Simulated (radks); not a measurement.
Problem. Species: Sn48+. Configuration: 1s1.5 2s0.5 (fractional occupations, a model configuration). Method: scalar-relativistic Kohn-Sham, BLYP, spin-unpolarised, spherical densities, point nucleus; computed with a radial shooting solver on a logarithmic mesh with Libxc functionals. Some entries of the table are withheld. Estimate them.

orbital,occ.,eigenvalue (eV),<1/r> (bohr^-1)
1s,1.5,(1),(2)
2s,0.5,(3),13.16
2p,0,-8181.077,12.64
3s,0,-3727.650,5.610
3d,0,(4),(5)

Solution. 
(1) 1s eigenvalue (eV): -34267.91
(2) 1s <1/r> (bohr^-1): 53.47
(3) 2s eigenvalue (eV): -8453.076
(4) 3d eigenvalue (eV): -3570.053
(5) 3d <1/r> (bohr^-1): 5.398
